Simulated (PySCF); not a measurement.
# Static response to an electric field

C3H8F2Si3.
Structure used (GFN2-xTB), in Å, numbered top down from 1:
```
atom  x, y, z in Å
C1    -3.518   -1.416   -1.207
C2    -2.482   -0.861   -0.976
C3    -1.228   -0.222   -0.667
F4    -0.327   -0.407   -1.699
F5    -1.385    1.148   -0.600
Si6   -0.384   -0.830    0.989
Si7    1.542    0.457    1.150
Si8    2.387    1.318   -0.841
H9    -4.425   -1.903   -1.406
H10   -1.476   -0.686    1.961
H11   -0.261   -2.273    0.747
H12    1.251    1.524    2.125
H13    2.521   -0.388    1.858
H14    2.614    0.257   -1.822
H15    1.486    2.313   -1.417
H16    3.678    1.980   -0.615
```

Level: CAM-B3LYP/def2-SVPD (PySCF), static field, nuclei fixed, core orbitals frozen in the response. The polarisability tensor in these axes (au):

```
x   144.97  25.16   4.64
y    25.16 110.28  -3.77
z     4.64  -3.77 114.26
```

Q: What are the eigenvalues, a third of the trace, and Δα (Δα² = ½Σ(αi − αj)² over the three pairs)?

A: Principal values 95.45, 115.75 and 158.31 au; mean 123.17 au = 18.25 Å³ = 20.31 × 10⁻⁴⁰ C²·m²/J; Δα = 55.57 au (45 % of the mean).

Q: What is the dipole moment, and where does it point?

A: (-0.43, -1.32, 1.28) D, 1.89 D in size, pointing from the negative to the positive side. Measured along this direction, the outermost atoms are H15 at the negative end and H11 and H10 at the positive end.

Q: Along which axes do the principal values lie, and how far do the nuclei extend along each?

A: Largest value along (0.89, 0.46, 0.05), where the nuclei span 9.01 Å; middle along (0.08, -0.27, 0.96), 3.97 Å; least along (-0.46, 0.84, 0.28), 3.02 Å. The response follows the extents in order.

Q: Find the Langevin capture rate constant for H3O+ (19.018 u) meeting this molecule (165.990 u), k = 2.342 × 10⁻⁹ cm³/s × √(α in Å³ / reduced mass in u).

A: The reduced mass is 17.06 u, so k = 2.42 × 10⁻⁹ cm³/s. The formula leaves out the permanent dipole, which adds to the capture rate.

Q: What molar refraction does this α imply?

A: Lorentz–Lorenz: R = (4π/3)N_A α = 2.5225 cm³/(mol·Å³) × 18.25 Å³ = 46.0 cm³/mol, in the limit of long wavelengths.

Q: What would n − 1 = 2πNα be for an ideal gas of these molecules at 273.15 K and 1 atm, electronic part alone?

A: N = p/kT = 2.6868 × 10¹⁹ cm⁻³, so n − 1 = 2π × N × 18.25 × 10⁻²⁴ cm³ = 3081 × 10⁻⁶ at long wavelengths, for an ideal gas.

Q: How large is μ²/3kT at 400 K beside α?

A: In Gaussian units μ²/3kT = 21.45 Å³ against 18.25 Å³, a ratio of 1.18; the Debye molar polarisation (4π/3)N_A(α + μ²/3kT) is 100.2 cm³/mol, leaving out the vibrational part.

The structure is a single GFN2-xTB conformer in the gas phase; no vibrational or solvent corrections.
